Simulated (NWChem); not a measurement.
SrBr2; SMILES [Br][Sr][Br]

This build's default masses of Se (78.918 u) and Br (79.917 u) are each other's, which moves their modes by up to 0.6 %. def2 effective core potentials on Sr; no spin-orbit coupling.

Give the equilibrium geometry at PBE-D3(BJ)/def2-SVP with def2 effective core potentials on Sr (NWChem) as a list of bonds and angles, with the point group.

point group C2v; any orientation.
Bonds (Å): Sr1–Br2 2.778, Sr1–Br3 2.778. Bond angles (°): Br2–Sr1–Br3 152.4.
